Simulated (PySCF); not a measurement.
C2H4BrCl3Si, SMILES Cl[Si](Cl)(Cl)CCBr at its GFN2-xTB optimised geometry (Å):

```
11

Cl     2.2526    -0.0815    -1.8640
Si     1.5000    -0.1412     0.0000
Cl     2.0899    -1.8527     0.9093
Cl     2.1541     1.4384     1.0768
C     -0.4219    -0.1412     0.0000
C     -1.0681     1.2337     0.0000
Br    -0.6832     2.2249    -1.6397
H     -0.7868    -0.7048    -0.8616
H     -0.7825    -0.6661     0.8882
H     -0.7010     1.8527     0.8172
H     -2.1541     1.1605     0.0530
```

Method: CAM-B3LYP/def2-TZVP run with PySCF 2.14.0. Cells within 0.4 Å of a nucleus heavier than hydrogen are left out (blank, or x).

Map of the deformation density (molecule minus spherical neutral atoms) (e/bohr³) on the plane z = 0.0 Å:

```
|111111111111111111111111111|
|111111111111111111111111111|
|111111111111111111111111111|
|111111111111111111111111111|
|111111111111111111111111111|
|111111111111111111111111111|
|111111111011111111111111111|
|111111110011111111111111111|
|111111122022100111111111111|
|111110178xx3000011111111111|
|111110199xx5100001221111111|
|111110023268411100111111111|
|111111111147433310100011111|
|11111111001xx6652xx00011111|
|11111111001xx5642xx00011111|
|111111111112112200110111111|
|111111111111001101221111111|
|111111111111001111221111111|
|111111111111111111211111111|
|111111111111111111111111111|
|111111111111111111111111111|
|111111111111111111111111111|
|111111111111111111111111111|
|111111111111111111111111111|
|111111111111111111111111111|
|111111111111111111111111111|
|111111111111111111111111111|
```
Scale: ten equal steps from -0.017 (start of '0') to 0.093 (end of '9'), in the order '0123456789'; x runs from -4.50 to 4.50, y from -4.50 (bottom) to 4.50 (top).
